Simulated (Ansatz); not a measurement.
The cluster Cs2I (the lowest doublet isomer of a short search), 3 atoms. Hardware: 4 threads of Intel Xeon Platinum 8259CL on a shared host.

In the def2 sets Cs, I take a core potential; there is no spin–orbit coupling. Correlated methods freeze 4 core orbitals; core or outer-core shells of Cs, I are correlated, in sets that lack core-valence functions.

Q: How many basis functions does each of these Ansatz runs have, and roughly what does it cost? PBE0-D4/def2-TZVPD, charge -1 triplet at the geometry of the charge 0 doublet, energy; r2SCANh-D4/def2-TZVP, charge 0 quartet, energy, from earlier orbitals; PBE0-D4/def2-TZVP, charge 0 quartet, energy, from earlier orbitals; r2SCAN-D4/def2-TZVPD, charge 0 doublet, energy, from earlier orbitals; PBE-D4/def2-SVP, charge 0 doublet, energy, from earlier orbitals; PBE-D4/def2-TZVP, charge 1 triplet at the geometry of the charge 0 doublet, energy, from earlier orbitals; CCSD(T)/def2-TZVPD, charge -1 singlet at the geometry of the charge 0 doublet, energy, from earlier orbitals; PBE-D4/def2-TZVPD, charge -1 triplet at the geometry of the charge 0 doublet, energy, from earlier orbitals; PBE-D4/def2-TZVP, charge 0 doublet, energy, from earlier orbitals; PBE-D4/def2-TZVP, charge 0 doublet, relaxation, 6 steps; r2SCAN-D4/def2-TZVPD, charge -1 triplet at the geometry of the charge 0 doublet, energy, from earlier orbitals; PBE0-D4/def2-TZVPD, charge 0 doublet, energy, from earlier orbitals.

A: Other jobs shared the machine, so times can vary by a factor of up to 3. A dash marks memory too small to be measured apart from the calling script's.

```csv
run,functions,fitting or Cholesky vectors,wall time,peak host memory (GiB)
"PBE-D4/def2-SVP, charge 0 doublet, energy, from earlier orbitals",74,824,1.4 s,–
"PBE-D4/def2-TZVP, charge 0 doublet, energy, from earlier orbitals",108,1003,2.1 s,–
"PBE-D4/def2-TZVPD, charge -1 triplet at the geometry of the charge 0 doublet, energy, from earlier orbitals",123,1032,2.5 s,–
"PBE0-D4/def2-TZVPD, charge 0 doublet, energy, from earlier orbitals",123,1077,2.7 s,–
"PBE0-D4/def2-TZVPD, charge -1 triplet at the geometry of the charge 0 doublet, energy",123,1077,3.2 s,–
"PBE-D4/def2-TZVP, charge 1 triplet at the geometry of the charge 0 doublet, energy, from earlier orbitals",108,1003,3.8 s,–
"r2SCAN-D4/def2-TZVPD, charge -1 triplet at the geometry of the charge 0 doublet, energy, from earlier orbitals",123,1032,5 s,–
"r2SCAN-D4/def2-TZVPD, charge 0 doublet, energy, from earlier orbitals",123,1032,5.5 s,–
"r2SCANh-D4/def2-TZVP, charge 0 quartet, energy, from earlier orbitals",108,1003,9 s,0.57
"CCSD(T)/def2-TZVPD, charge -1 singlet at the geometry of the charge 0 doublet, energy, from earlier orbitals",123,1119,11 s,0.88
"PBE-D4/def2-TZVP, charge 0 doublet, relaxation, 6 steps",108,1003,15 s,–
"PBE0-D4/def2-TZVP, charge 0 quartet, energy, from earlier orbitals",108,1054,17 s,–
```
